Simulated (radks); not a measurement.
Values are calculated unless marked as measured or tabulated.
Excited configurations of Kr3+: one electron is placed in a higher orbital outside [Ar] 3d10 4s2 4p2. The ground configuration is [Ar] 3d10 4s2 4p3. Code: a radial shooting solver on a logarithmic mesh with Libxc functionals. Model: scalar-relativistic Kohn-Sham, PBE, spin-polarised, spherical densities, finite nucleus; open shells are filled with parallel spins first; Fermi nuclear charge, rms radius 4.1884 fm. Excitation = E - E(ground); binding = E(ion) - E, where the ion is the core of charge +4; n* = 4/sqrt(2 binding) in atomic units, and the quantum defect is n - n*.

| outer orbital | excitation (eV) | binding (eV) | n* | eigenvalue (eV) | <r> (bohr) |
|---|---|---|---|---|---|
| 4f | 35.977 | 15.132 | 3.793 | -12.451 | 3.799 |
| 5p | 29.378 | 21.732 | 3.165 | -19.185 | 3.690 |
| 5d | 35.704 | 15.405 | 3.759 | -13.550 | 4.788 |
| 5f | 41.052 | 10.057 | 4.653 | -8.731 | 6.794 |
| 6p | 38.318 | 12.791 | 4.125 | -11.413 | 6.400 |
| 6d | 41.322 | 9.787 | 4.716 | -8.673 | 7.923 |
| 6f | 44.109 | 7.000 | 5.576 | -6.212 | 10.51 |
| 7s | 41.681 | 9.428 | 4.805 | -8.518 | 8.943 |
| 7p | 42.688 | 8.421 | 5.084 | -7.586 | 9.805 |
| 7d | 44.317 | 6.792 | 5.661 | -6.094 | 11.74 |
| 7f | 45.975 | 5.134 | 6.512 | -4.608 | 14.93 |

The Delta-SCF ionisation energy is 51.109 eV (NIST Atomic Spectra Database: 50.9 eV, measured). Self-interaction in the functional shifts the binding energies and quantum defects, so they are the method's values and not measured ones. Open shells are spherical and high-spin; term and fine-structure splittings are not resolved.
